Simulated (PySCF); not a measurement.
InO: one state, many levels of theory

State: ²Π (doublet), unpaired electrons π ↑. Set-up: basis In x2c-TZVPPall, O x2c-TZVPPall; spin-free X2C with a Gaussian nucleus; PySCF 2.14. De refers to In + O in their high-spin ground configurations, without counterpoise correction. The functionals are run spin-unrestricted. A positive dipole means In(−)O(+).

| Level | Re (Å) | ωe (cm⁻¹) | De (eV) | μ (D) | CPU s a point (SCF and correlation, without the integrals) |
| --- | --- | --- | --- | --- | --- |
| UHF | 2.069 | 534 | 1.71 | -2.90 | 0.89 |
| UHF-MP2 | 2.076 | 520 | 3.41 | n/a | 1.4 |
| UHF-SCS-MP2 | 2.083 | 514 | 3.36 | n/a | n/a |
| UHF-CCSD | 2.076 | 522 | 3.17 | n/a | n/a |
| UHF-CCSD(T) | 2.082 | 515 | 3.32 | n/a | 25 |
| PBE | 2.115 | 474 | 3.83 | -2.74 | 1 |
| PBEsol | 2.092 | 491 | 4.01 | -2.60 | 0.69 |
| r²SCAN | 2.088 | 504 | 3.67 | -2.64 | 1.4 |
| PBE0 | 2.085 | 505 | 3.47 | -2.81 | 2.2 |
| M06 | 2.102 | 492 | 3.62 | -3.19 | 1.8 |
| BHandHLYP | 2.077 | 519 | 3.17 | -3.00 | 1.2 |
| ωB97X | 2.083 | 513 | 3.66 | -2.89 | 3.5 |
| B2PLYP | 2.093 | 501 | 3.49 | -3.07 | 1.5 |

Question: Which functional lies closest to UHF-CCSD(T) in De, which farthest, and by how much do they differ from it?

Answer: Closest is BHandHLYP (-0.5 pm in Re, +0.8 % in ωe, -0.15 eV in De against UHF-CCSD(T) in the same basis), farthest PBEsol (+1.0 pm in Re, -4.7 % in ωe, +0.69 eV in De). CCSD(T) converges more slowly with the basis than the functionals do and binds too weakly in this one, so the order can change at the basis-set limit.

Question: What does a quarter of exact exchange do here, going from PBE to PBE0?

Answer: PBE0 less PBE: -3.0 pm in Re, +6.5 % in ωe, -0.36 eV in De. Exact exchange removes part of the self-interaction that spreads semilocal densities, and in most molecules shortens and stiffens the bond and lowers De; so it does here.

Question: What does the step from GGA to meta-GGA do here, going from PBE to r²SCAN?

Answer: r²SCAN less PBE: -2.7 pm in Re, +6.3 % in ωe, -0.16 eV in De. 

Correlated steps freeze 19 core orbitals. These are scalar-relativistic numbers at best; spin–orbit coupling would shift them, the dissociation energy most. B2PLYP dipoles, levels and charges come from its SCF part alone. The state is the lowest determinant that a PBE0 search found; another state may lie lower at other levels.

The whole job (state search and all levels along the bond) took about 7.5 min on 1 thread of Intel Xeon 6975P-C (shared host), peak memory 2.3 GiB.
